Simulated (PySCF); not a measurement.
ClGe₂H₅, SMILES [Cl][GeH2][GeH3]. Atoms are numbered in the order given.

```xyz
8

Cl    -0.9447     2.0362     0.0000
Ge     0.7186     0.6307     0.0000
Ge    -0.2684    -1.5791     0.0000
H      1.5479     0.9331    -1.2604
H      1.5479     0.9331     1.2604
H     -1.1383    -1.7395     1.2564
H     -1.1383    -1.7395    -1.2564
H      0.8352    -2.6532     0.0000
```
Charge 0, spin multiplicity 1.

The structure is a stationary point at PBE0-D3(BJ)/def2-SVP. The structure was generated by enumeration, and PubChem lists no compound with its InChIKey, so it may never have been made.

These are PBE/pcSseg-1 (PySCF) values and carry that method's errors.

GIAO shieldings, no solvent; atoms alike by connectivity are averaged. δ = σ(ref) − σ: ³⁵Cl against HCl (σ = 936.5 ppm); ⁷³Ge against GeH4 (σ = 1614.4 ppm); ¹H against TMS (σ = 31.49 ppm), references at their B3LYP-D3(BJ)/def2-TZVP geometries, non-relativistic (without spin–orbit terms, shifts of atoms bonded to Cl or Br come out too high).

```json
[
 {"atoms": "Cl1", "nucleus": "³⁵Cl", "count": "1", "δ (ppm)": "-69.6"},
 {"atoms": "Ge2", "nucleus": "⁷³Ge", "count": "1", "δ (ppm)": "297.5"},
 {"atoms": "Ge3", "nucleus": "⁷³Ge", "count": "1", "δ (ppm)": "26.4"},
 {"atoms": "H4, H5", "nucleus": "¹H", "count": "2", "δ (ppm)": "(withheld)"},
 {"atoms": "H6, H7, H8", "nucleus": "¹H", "count": "3", "δ (ppm)": "(withheld)"}
]
```

Fill in the missing entries. (The exact figures need the calculation; the answer reports its results.)


- H4, H5, δ (ppm): 5.94
- H6, H7, H8, δ (ppm): 4.16
